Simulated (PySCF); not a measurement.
## Nuclear quadrupole coupling in `FC(F)=C(F)[Si@@H]1CC[SiH2]N1`

C₄H₈F₃NSi₂.
Geometry (PBE0-D3(BJ)/def2-SVP, Å), atoms numbered from 1 in this order:
```xyz
18
C4H8F3NSi2 angstrom
F      4.2167   -1.1990    0.9436
C      3.2759   -0.6984    0.1883
F      3.7429   -0.3242   -0.9779
C      1.9902   -0.5746    0.5371
F      1.6512   -1.0139    1.7669
Si     0.5908    0.1463   -0.4943
C     -0.4574    1.2827    0.5874
C     -1.9377    1.1247    0.1896
Si    -2.2240   -0.6766   -0.3167
N     -0.6140   -1.0410   -0.8934
H      1.2349    0.7819   -1.6817
H     -0.1231    2.3318    0.5507
H     -0.2984    0.9403    1.6249
H     -2.1633    1.7477   -0.6929
H     -2.6193    1.4573    0.9888
H     -3.2605   -0.8260   -1.3863
H     -2.6458   -1.5450    0.8299
H     -0.3890   -1.8988   -1.3850
```

Field gradients from the PBE0/pcSseg-1 density (PySCF, non-relativistic), principal values in atomic units, ordered |Vxx| ≤ |Vyy| ≤ |Vzz|:

```
atom     Vxx     Vyy      Vzz
 N10  0.2203  0.5171  -0.7374
```

Q: Find the asymmetry η = (Vxx − Vyy)/Vzz and the couplings χ = eQV/h (234.96 MHz × Q in barn × V in au), with Q(14N) = 0.02044 b.

A: 
```
atom                      environment  nucleus     η  χzz (MHz)  χxx (MHz)  χyy (MHz)
 N10  nitrogen bridging silicon atoms      14N  0.40     -3.542      1.058      2.484
```

Q: What is Vzz at N10 in SI units (1 au = 9.71736 × 10²¹ V/m²)?

A: -0.7374 au = -7.166 × 10²¹ V/m².

Q: And the gradient at the other heavy atoms, for which no coupling is worked out here?

A: 
| atom | environment | Vzz (au) | η |
| --- | --- | --- | --- |
| F1 | vinyl fluorine | 2.882 | 0.09 |
| C2 | =CF2 carbon | 0.439 | 0.03 |
| F3 | vinyl fluorine | 2.918 | 0.04 |
| C4 | vinylic C–F carbon | 0.472 | 0.54 |
| F5 | vinyl fluorine | 3.109 | 0.05 |
| Si6 | SiH silicon | -0.334 | 0.49 |
| C7 | sp3 carbon bound to silicon | 0.109 | 0.79 |
| C8 | sp3 carbon bound to silicon | 0.115 | 0.85 |
| Si9 | SiH2 silicon | 0.360 | 0.36 |

Were the hydrogens deuterons (Q(2H) = 0.00286 b), χzz would run from 91 kHz (H17 and H16) to 280 kHz (H18).

One conformer (not necessarily the lowest) at the PBE0-D3(BJ)/def2-SVP geometry, without solvent, vibrations or thermal averaging. With so small a basis the couplings can be 20 % off.
